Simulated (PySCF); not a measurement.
PySCF 2.14 output of an unrestricted PBE calculation on a single atom or ion in dyall-av3z, with scalar relativity by spin-free X2C-1e:

```
SCF conv_tol = 1e-09
number electrons alpha = 10  beta = 6
    J. P. Perdew, K. Burke, and M. Ernzerhof.,  Phys. Rev. Lett. 77, 3865 (1996)
    J. P. Perdew, K. Burke, and M. Ernzerhof.,  Phys. Rev. Lett. 78, 1396 (1997)
    J. P. Perdew, K. Burke, and M. Ernzerhof.,  Phys. Rev. Lett. 77, 3865 (1996)
    J. P. Perdew, K. Burke, and M. Ernzerhof.,  Phys. Rev. Lett. 78, 1396 (1997)
cycle= 1 E= -526.798906940602  delta_E= -0.01  |g|= 0.0157  |ddm|= 0.342
cycle= 2 E= -526.798948322911  delta_E= -4.14e-05  |g|= 0.00284  |ddm|= 0.0273
cycle= 3 E= -526.7989507031  delta_E= -2.38e-06  |g|= 0.000668  |ddm|= 0.00856
cycle= 4 E= -526.798950769949  delta_E= -6.68e-08  |g|= 0.000152  |ddm|= 0.000893
cycle= 5 E= -526.798950772207  delta_E= -2.26e-09  |g|= 1.77e-06  |ddm|= 0.000184
cycle= 6 E= -526.798950772208  delta_E= -7.96e-13  |g|= 5.5e-08  |ddm|= 4.31e-06
converged SCF energy = -526.798950772208  <S^2> = 6.0000904  2S+1 = 5.0000361
```

The run itself started from symmetry-adapted Hartree-Fock orbitals and held the occupation by maximum overlap, on a logarithmic radial grid, so the iterations belong to that start.

Task: Which element, charge and spin multiplicity is this?

Result: Ar²⁺ (argon, charge +2), multiplicity 5; the state was [Ne] 3s2 3p3 4s1, high-spin 5S determinant (an excited configuration).

The outer electron is Rydberg-like, and this basis confines it to a smaller radius and binds it less than a complete one would.
